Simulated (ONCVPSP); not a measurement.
## strontium (Sr): ONCV pseudisation with LDA (Perdew-Wang 92), scalar-relativistic reference atom.

ONCVPSP 4.0.1 input, shortened (lines: element, Z, core and valence counts, functional; n l f; lmax; l rc ep ncon nbas qcut; lloc lpopt rc5 dvloc0; l nproj debl; icmod fcfact rcfact), LDA (Perdew-Wang 92), scalar-relativistic:

```
  Sr 38.00    6    3  -001012      upf
    1    0    2.00
    2    0    2.00
    2    1    6.00
    3    0    2.00
    3    1    6.00
    3    2   10.00
    4    0    2.00
    4    1    6.00
    5    0    2.00
    2
    0    2.25    0.00    4    7    7.00
    1    2.50    0.00    4    8    6.10
    2    2.10    0.07    4    8    5.00
    4    4    1.75    0.00
    0    2    0.30
    1    2    1.60
    2    1    3.60
    3    2.50    1.20
```

In the d channel the program set the typed energies aside and used 0.050 Ha.

(1) Estimate the cutoffs (Ha) at which the residual kinetic energy of the hardest occupied pseudo-wave falls to 1 and 0.1 mHa per electron.

(2) What does a ghost test show?

(3) Which valence shell sets the plane-wave cutoff?

(4) Tests: 4s2 4p6 5s1; 4s2 4p6 5s0; 4s2 4p6 5s1.5; 4s2 4p6 4d1 5s1. Which has the largest error in its energy relative to the reference configuration, and how large is it?

Answers

(1) 13 Ha and 16 Ha.

(2) No bound ghost flagged; no localised positive-energy state flagged.

(3) 4s: 13 Ha for 1 mHa per electron, against 11 Ha for 5s.

(4) 4s2 4p6 4d1 5s1, with -2.6 meV (all-electron minus pseudo) on +2.34 eV.
